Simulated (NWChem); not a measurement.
System: AlH$_{3}$O$_{3}$; SMILES [OH][Al]([OH])[OH]

```xyz
7

Al     0.0000     0.0000     0.0000
O     -1.4712     0.8429     0.0000
H     -1.5335     1.7990     0.0000
O      1.4656     0.8526     0.0000
H      2.3247     0.4286     0.0000
O      0.0056    -1.6955     0.0000
H     -0.7912    -2.2276     0.0000
```
Atoms are numbered in this order, from 1.

All runs: NWChem. Pople sets run with spherical d functions. STO-3G and 3-21G are far too small for this property and stand as cheap habits. Geometry: optimised at PBE0/def2-SVP. Field at 589 nm.

| level | isotropic polarisability (bohr³) | anisotropy (bohr³) |
|---|---|---|
| B3LYP/STO-3G | 17.1 | 18.0 |
| B3LYP/6-31G* | … | … |
| B3LYP/def2-SVP | 27.0 | 8.8 |
| B3LYP/def2-SVPD | 36.8 | 6.1 |
| B3LYP/aug-cc-pVDZ | 37.1 | 6.6 |

Problem. Some entries are withheld; supply them.

Solution. 
- B3LYP/6-31G*, isotropic polarisability (bohr³): 27.5
- B3LYP/6-31G*, anisotropy (bohr³): 9.3
